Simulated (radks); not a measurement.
Values are calculated unless marked as measured or tabulated.
Q: Se3+, 31 electrons, occupied as [Ar] 3d9 4s2 4p1 4d1 (not the ground configuration). Code: a radial shooting solver on a logarithmic mesh with Libxc functionals. Model: scalar-relativistic Kohn-Sham, Wu-Cohen GGA, spin-polarised, spherical densities, finite nucleus; open shells are filled with parallel spins first; Fermi nuclear charge, rms radius 4.14 fm. Some entries of the table are withheld. Estimate them.

orbital  occ.  eigenvalue (eV)  <r> (bohr)  <1/r> (bohr^-1)
1s up       1        -12558.68     0.04410            34.55
1s down     1        -12558.59     0.04410            34.55
2s up       1        -1664.189      0.1960            7.628
2s down     1        -1663.064      0.1960            7.631
2p up       3        -1471.108      0.1712            7.473
2p down     3        -1470.211      0.1711            7.476
3s up       1        -267.0623      0.5691            2.512
3s down     1        -265.3252      0.5695            2.509
3p up       3        -206.4540      0.5817            2.367
3p down     3        -204.7168      0.5822            2.363
3d up       5        -106.3117      0.6043            2.093
3d down     4        -104.4774      0.6050            2.090
4s up       1         -56.0493       1.567           0.8504
4s down     1         -53.7348       1.560           0.8569
4p up       1         -42.1481         (1)           0.7433
4p down     0         -39.7123         (2)           0.7473
4d up       1         -23.1298       2.393           0.5411
4d down     0         -20.7827       2.447           0.5310
5s up       0              (3)       3.470           0.3842
5p up       0         -16.2980       3.985           0.3340

A: 
(1) 4p up <r> (bohr): 1.769
(2) 4p down <r> (bohr): 1.767
(3) 5s up eigenvalue (eV): -20.3640
